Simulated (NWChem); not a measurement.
System: AlNH3Cl2 cation, singlet

Input file for NWChem:

```
start job
memory heap 200 mb stack 900 mb global 1100 mb
charge 1
geometry units angstroms
  Al     0.001384     0.001185     0.004619
  Cl     1.358533     0.827212    -1.197417
  Cl    -1.371369     0.163070     1.438872
  N      0.024088    -1.996498    -0.490701
  H     -0.499276    -2.170813    -1.355712
  H     -0.392764    -2.601838     0.223250
  H      0.971720    -2.346892    -0.665066
end
basis spherical
  * library 6-31g*
end
dft
  xc b3lyp
  iterations 150
end
driver
  maxiter 120
end
task dft optimize
task dft freq
```

Excerpt of the output:

```
             Northwest Computational Chemistry Package (NWChem) 7.3.0
             --------------------------------------------------------

 C1  symmetry detected

                             Geometry "geometry" -> ""
                             -------------------------

 Output coordinates in angstroms (scale by  1.889725989 to convert to a.u.)

  No.       Tag          Charge          X              Y              Z
 ---- ---------------- ---------- -------------- -------------- --------------
    1 Al                  13.0000     0.07901480     0.00275927     0.00428212
    2 Cl                  17.0000     0.59150170    -1.92244089    -0.00082530
    3 Cl                  17.0000     0.58143107     1.93026826    -0.00083641
    4 N                    7.0000    -1.97921906    -0.01327332     0.00095055
    5 H                    1.0000    -2.34778649    -0.20525220    -0.93704826
    6 H                    1.0000    -2.39772798     0.87388595     0.29713773
    7 H                    1.0000    -2.36700147    -0.74465637     0.60583828

 Effective nuclear repulsion energy (a.u.)     254.4058914595

                                Z-matrix (autoz)
                                --------

 Units are Angstrom for bonds and degrees for angles

[...]

      ----------------------
      Optimization converged
      ----------------------

  Step       Energy      Delta E   Gmax     Grms     Xrms     Xmax
  ---- ---------------- -------- -------- -------- -------- --------
@    7   -1219.28514007  1.3D-08  0.00001  0.00000  0.00010  0.00026
                                     ok       ok       ok       ok

                                Z-matrix (autoz)
                                --------

 Units are Angstrom for bonds and degrees for angles

      Type          Name      I     J     K     L     M      Value     Gradient
      ----------- --------  ----- ----- ----- ----- ----- ---------- ----------
    1 Stretch                  1     2                       2.04713    0.00000
    2 Stretch                  1     3                       2.04721    0.00001
    3 Stretch                  1     4                       1.98708   -0.00001
    4 Stretch                  4     5                       1.02881   -0.00001
    5 Stretch                  4     6                       1.02794   -0.00001
    6 Stretch                  4     7                       1.02826   -0.00000
    7 Bend                     1     4     5               112.32355    0.00000
    8 Bend                     1     4     6               112.55008   -0.00000
    9 Bend                     1     4     7               112.45836   -0.00000
   10 Bend                     2     1     3               137.43022    0.00000
   11 Bend                     2     1     4               111.15707   -0.00000
   12 Bend                     3     1     4               111.41263    0.00000
   13 Bend                     5     4     6               106.21192    0.00000
   14 Bend                     5     4     7               105.64847   -0.00000
   15 Bend                     6     4     7               107.15755    0.00000
   16 Torsion                  2     1     4     5         -78.72325   -0.00000
   17 Torsion                  2     1     4     6         161.45543   -0.00000
   18 Torsion                  2     1     4     7          40.30549   -0.00000
   19 Torsion                  3     1     4     5         101.19268   -0.00000
   20 Torsion                  3     1     4     6         -18.62863   -0.00000
   21 Torsion                  3     1     4     7        -139.77857   -0.00000

                         Geometry "geometry" -> "geometry"
                         ---------------------------------

 Output coordinates in angstroms (scale by  1.889725989 to convert to a.u.)

[...]

 Rotational Constants
 --------------------
 A=   0.153443 cm-1  (  0.220766 K)
 B=   0.065541 cm-1  (  0.094296 K)
 C=   0.046265 cm-1  (  0.066564 K)

 Temperature                      =   298.15K
 frequency scaling parameter      =   1.0000

 Zero-Point correction to Energy  =   26.941 kcal/mol  (  0.042933 au)
 Thermal correction to Energy     =   30.399 kcal/mol  (  0.048444 au)
 Thermal correction to Enthalpy   =   30.991 kcal/mol  (  0.049388 au)

 Total Entropy                    =   77.808 cal/mol-K
   - Translational                =   40.089 cal/mol-K (mol. weight = 113.9458)
   - Rotational                   =   27.629 cal/mol-K (symmetry #  =        1)
   - Vibrational                  =   10.090 cal/mol-K

 Cv (constant volume heat capacity) =   16.578 cal/mol-K
   - Translational                  =    2.979 cal/mol-K
   - Rotational                     =    2.979 cal/mol-K
   - Vibrational                    =   10.619 cal/mol-K

[normal modes left out]

 ----------------------------------------------------------------------------
 Normal Eigenvalue ||           Projected Infra Red Intensities
  Mode   [cm**-1]  || [atomic units] [(debye/angs)**2] [(KM/mol)] [arbitrary]
 ------ ---------- || -------------- ----------------- ---------- -----------
    1      -10.027 ||    0.000143           0.003         0.139       0.026
    2       -0.000 ||    0.032877           0.758        32.050       6.001
    3       -0.000 ||    0.004035           0.093         3.934       0.736
    4       -0.000 ||    0.015976           0.369        15.574       2.916
    5        0.000 ||    0.000200           0.005         0.195       0.037
    6        0.000 ||    0.000134           0.003         0.130       0.024
    7        0.000 ||    0.005451           0.126         5.314       0.995
    8      145.940 ||    0.031057           0.717        30.276       5.668
    9      148.882 ||    0.004744           0.109         4.625       0.866
   10      167.218 ||    0.014748           0.340        14.377       2.692
   11      413.949 ||    0.005581           0.129         5.440       1.019
   12      571.452 ||    0.066443           1.533        64.772      12.127
   13      677.052 ||    0.065394           1.509        63.749      11.935
   14      758.697 ||    0.055269           1.275        53.879      10.087
   15      810.415 ||    0.216518           4.995       211.073      39.518
   16     1444.317 ||    0.222578           5.135       216.980      40.624
   17     1684.210 ||    0.053445           1.233        52.101       9.754
   18     1687.990 ||    0.042318           0.976        41.254       7.724
   19     3387.518 ||    0.087238           2.013        85.043      15.922
   20     3472.949 ||    0.117809           2.718       114.846      21.502
   21     3483.648 ||    0.108630           2.506       105.898      19.827
 ----------------------------------------------------------------------------

 ===============================================================================
      Negative Nuclear Hessian Mode    1  Eigenvalue =    -10.03 cm**(-1)
 -------------------------------------------------------------------------------
   Raw step length:  0.524 angstroms ;  The Raw step for this mode is:
    1 Al                  13.0000     0.00005228     0.00119727    -0.00060154
    2 Cl                  17.0000    -0.00158548     0.00062639    -0.00633705
    3 Cl                  17.0000     0.00148411     0.00071448     0.00669869
    4 N                    7.0000     0.00011553    -0.00355016    -0.00040898
    5 H                    1.0000     0.00240725    -0.30816648     0.06016777
    6 H                    1.0000    -0.00258700     0.08940158    -0.28107970
    7 H                    1.0000     0.00069231     0.18951409     0.23015113

  Geometry after  100.0% step for mode  1; Step length =  0.524 angstroms
   Maximum component (any atom: x,y, or z) displacement:  0.582
    1 Al                  13.0000    -0.02858091     0.00113880     0.00182687
    2 Cl                  17.0000     0.72470003    -1.90227819    -0.00317803
    3 Cl                  17.0000     0.70416918     1.91279065     0.01104159
    4 N                    7.0000    -2.01551663    -0.02034683    -0.00526003
    5 H                    1.0000    -2.39901030    -0.51335817    -0.87963570
    6 H                    1.0000    -2.42109848     0.96898933     0.01548886
    7 H                    1.0000    -2.40387134    -0.55590774     0.83780546

  Geometry after -100.0% step for mode  1; Step length =  0.524 angstroms
   Maximum component (any atom: x,y, or z) displacement:  0.582
    1 Al                  13.0000    -0.02868546    -0.00125573     0.00302996
    2 Cl                  17.0000     0.72787099    -1.90353096     0.00949606
    3 Cl                  17.0000     0.70120097     1.91136168    -0.00235578
    4 N                    7.0000    -2.01574769    -0.01324651    -0.00444207
    5 H                    1.0000    -2.40382479     0.10297480    -0.99997124
    6 H                    1.0000    -2.41592448     0.79018618     0.57764825
    7 H                    1.0000    -2.40525596    -0.93493592     0.37750320

  Geometry after   50.0% step for mode  1; Step length =  0.262 angstroms
   Maximum component (any atom: x,y, or z) displacement:  0.291
    1 Al                  13.0000    -0.02860705     0.00054016     0.00212764
    2 Cl                  17.0000     0.72549277    -1.90259138    -0.00000951
    3 Cl                  17.0000     0.70342713     1.91243341     0.00769225
    4 N                    7.0000    -2.01557439    -0.01857175    -0.00505554
    5 H                    1.0000    -2.40021392    -0.35927492    -0.90971958
    6 H                    1.0000    -2.41980498     0.92428854     0.15602871
    7 H                    1.0000    -2.40421750    -0.65066479     0.72272989

  Geometry after  -50.0% step for mode  1; Step length =  0.262 angstroms
   Maximum component (any atom: x,y, or z) displacement:  0.291
    1 Al                  13.0000    -0.02865932    -0.00065710     0.00272919
    2 Cl                  17.0000     0.72707825    -1.90321777     0.00632754
    3 Cl                  17.0000     0.70194302     1.91171893     0.00099356
    4 N                    7.0000    -2.01568992    -0.01502159    -0.00464656
    5 H                    1.0000    -2.40262117    -0.05110844    -0.96988735
    6 H                    1.0000    -2.41721798     0.83488696     0.43710841
    7 H                    1.0000    -2.40490981    -0.84017888     0.49257877

  Geometry after   34.3% step for mode  1; Step length =  0.180 angstroms
   Maximum component (any atom: x,y, or z) displacement:  0.200
    1 Al                  13.0000    -0.02861523     0.00035272     0.00222182
    2 Cl                  17.0000     0.72574100    -1.90268945     0.00098264
    3 Cl                  17.0000     0.70319477     1.91232155     0.00664347
    4 N                    7.0000    -2.01559248    -0.01801592    -0.00499151
    5 H                    1.0000    -2.40059081    -0.31102713    -0.91913969
    6 H                    1.0000    -2.41939995     0.91029147     0.20003569
    7 H                    1.0000    -2.40432589    -0.68033588     0.68669650

  Geometry after  -34.3% step for mode  1; Step length =  0.180 angstroms
   Maximum component (any atom: x,y, or z) displacement:  0.200
    1 Al                  13.0000    -0.02865114    -0.00046965     0.00263501
    2 Cl                  17.0000     0.72683002    -1.90311970     0.00533538
    3 Cl                  17.0000     0.70217538     1.91183079     0.00204233
    4 N                    7.0000    -2.01567184    -0.01557742    -0.00471059
    5 H                    1.0000    -2.40224428    -0.09935623    -0.96046724
    6 H                    1.0000    -2.41762302     0.84888404     0.39310143
    7 H                    1.0000    -2.40480142    -0.81050778     0.52861216

  Geometry after   17.2% step for mode  1; Step length =  0.090 angstroms
   Maximum component (any atom: x,y, or z) displacement:  0.100
    1 Al                  13.0000    -0.02862421     0.00014712     0.00232512
    2 Cl                  17.0000     0.72601325    -1.90279701     0.00207083
    3 Cl                  17.0000     0.70293992     1.91219886     0.00549319
    4 N                    7.0000    -2.01561232    -0.01740630    -0.00492128
    5 H                    1.0000    -2.40100418    -0.25810941    -0.92947158
    6 H                    1.0000    -2.41895572     0.89493961     0.24830212
    7 H                    1.0000    -2.40444477    -0.71287886     0.64717542

  Geometry after  -17.2% step for mode  1; Step length =  0.090 angstroms
   Maximum component (any atom: x,y, or z) displacement:  0.100
    1 Al                  13.0000    -0.02864216    -0.00026406     0.00253171
    2 Cl                  17.0000     0.72655776    -1.90301213     0.00424720
    3 Cl                  17.0000     0.70243023     1.91195348     0.00319262
    4 N                    7.0000    -2.01565200    -0.01618704    -0.00478082
    5 H                    1.0000    -2.40183091    -0.15227396    -0.95013536
    6 H                    1.0000    -2.41806725     0.86423590     0.34483499
    7 H                    1.0000    -2.40468254    -0.77796481     0.56813324
```

Level: B3LYP/6-31G* (spherical d). Low-valent species are run as closed-shell singlets; no triplet was tried in these runs.
